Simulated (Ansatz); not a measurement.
Relaxation of CH7AsOSi (11 atoms, charge 0, multiplicity 1), to a largest force component of 0.015 eV/Å in at most 40 steps.

Computed with Ansatz, RKS B3LYP/def2-SVP.

```xyz
11
Properties=species:S:1:pos:R:3:forces:R:3
O -1.015 0.903 -0.947 -1.77 2.81 -2.91
C -0.249 1.046 0.171 1.43 0.77 0.84
Si -0.102 -0.634 0.944 2.35 0.23 0.93
As 1.031 -2.080 -0.535 -0.95 -0.81 -0.46
H -1.115 1.856 -1.357 0.10 -2.81 0.87
H 0.763 1.432 -0.118 -0.05 -0.07 0.55
H -0.673 1.745 0.915 -0.01 0.20 0.17
H -1.361 -1.136 1.307 -1.74 -0.65 0.41
H 0.757 -0.504 2.213 -0.43 0.00 -0.47
H 2.075 -2.410 0.493 0.29 -0.24 0.38
H 0.042 -3.250 -0.090 0.78 0.57 -0.29
```

Task: Where does it end, and by what steps?

Result: The run converged. After 20 steps the energy has fallen by 0.473 eV; H11 moved furthest, 1.15 Å.

| step | energy less start (eV) | largest force component (eV/Å) | accepted |
| --- | --- | --- | --- |
| 0 | 0.0000 | 2.912 | yes |
| 1 | -0.3452 | 0.991 | yes |
| 2 | -0.4106 | 0.266 | yes |
| 3 | -0.4176 | 0.115 | yes |
| 4 | -0.4181 | 0.071 | yes |
| 5 | -0.4203 | 0.047 | yes |
| 6 | -0.4209 | 0.031 | yes |
| 7 | -0.4280 | 0.037 | yes |
| 8 | -0.4310 | 0.293 | yes |
| 9 | -0.4363 | 0.189 | yes |
| 10 | -0.4513 | 0.089 | yes |
| 11 | -0.4614 | 0.265 | yes |
| 12 | -0.4624 | 0.407 | yes |
| 13 | -0.4617 | 0.137 | no |
| 14 | -0.4718 | 0.071 | yes |
| 15 | -0.4704 | 0.143 | no |
| 16 | -0.4726 | 0.018 | yes |
| 17 | -0.4730 | 0.044 | yes |
| 18 | -0.4732 | 0.031 | yes |
| 19 | -0.4733 | 0.017 | yes |
| 20 | -0.4733 | 0.010 | yes |

```xyz
11
Properties=species:S:1:pos:R:3
O -0.957 0.641 -1.003
C -0.295 1.046 0.186
Si 0.142 -0.536 1.156
As 1.334 -1.972 -0.338
H -1.170 1.426 -1.525
H 0.642 1.604 -0.021
H -0.923 1.706 0.820
H -1.095 -1.161 1.707
H 1.039 -0.167 2.294
H 1.389 -3.110 0.686
H 0.048 -2.507 -0.965
```

Whether the end is a true minimum wasn't checked by a vibrational analysis.

Run time: 56 s on 2 threads of Intel(R) Xeon(R) Platinum 8488C (Sapphire Rapids) (shared host), peak memory 0.29 GiB.
